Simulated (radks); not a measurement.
The numbers below are computed, except where a source is named.
Task: Valence configurations of Br IV (all share [Ar]). Code: a radial shooting solver on a logarithmic mesh with Libxc functionals. Model: Dirac Kohn-Sham, PBE, spin-unpolarised, spherical densities, point nucleus; open shells fill j = l - 1/2 first. Order these by energy: 3d10 4s1 4p3; 3d9 4s2 4p3; 3d8 4s2 4p4; 3d8 4s0.5 4p5.5; 3d10 4s0.5 4p3.5; 3d9.5 4s1.5 4p3; 3d8 4s1 4p5; 3d10 4s2 4p2; 3d9 4p5; 3d9.5 4s2 4p2.5.

Result: From the lowest, in eV above it: 3d10 4s2 4p2 0.000; 3d10 4s1 4p3 14.589; 3d10 4s0.5 4p3.5 21.925; 3d9.5 4s2 4p2.5 33.752; 3d9.5 4s1.5 4p3 41.237; 3d9 4s2 4p3 70.224; 3d9 4p5 101.12; 3d8 4s2 4p4 151.60; 3d8 4s1 4p5 167.77; 3d8 4s0.5 4p5.5 175.89. NIST lists [Ar] 3d10 4s2 4p2 as the ground configuration; this level of theory agrees among the configurations tried. The energies are those of spherical spin-averaged densities, not of single terms.
